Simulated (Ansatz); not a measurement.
One change: `[SiH]O[SiH3]` becomes `[SiH3][O][GeH]`.

Ansatz, PBE0-D4/def2-TZVP geometries, multiplicity 1. 

Scalar relativity is left out up to krypton.

```
                                        property  `[SiH]O[SiH3]`
size of the dipole moment (B3LYP/def2-TZVPP) / D            0.75
               LUMO energy (PBE/def2-TZVPP) / eV           -3.09
              LUMO energy (PBE0/def2-TZVPP) / eV           -2.23
           LUMO energy (ωB97M-V/def2-TZVPP) / eV           -0.23
            HOMO–LUMO gap (PBE0/def2-TZVPP) / eV            4.33
  size of the dipole moment (PBE/def2-TZVPP) / D            0.85
```

Question: What does the change do to each property? (Estimate.)

Answer: The calculation gave: 
```csv
property,`[SiH3][O][GeH]`,shift
size of the dipole moment (B3LYP/def2-TZVPP) / D,0.91,0.16
LUMO energy (PBE/def2-TZVPP) / eV,-3.33,-0.24
LUMO energy (PBE0/def2-TZVPP) / eV,-2.51,-0.28
LUMO energy (ωB97M-V/def2-TZVPP) / eV,-0.53,-0.30
HOMO–LUMO gap (PBE0/def2-TZVPP) / eV,4.31,-0.02
size of the dipole moment (PBE/def2-TZVPP) / D,0.73,-0.12
```

Dipoles are sizes alone; their direction can turn.

B3LYP here is the variant with VWN-RPA as its local correlation; programs differ in this.
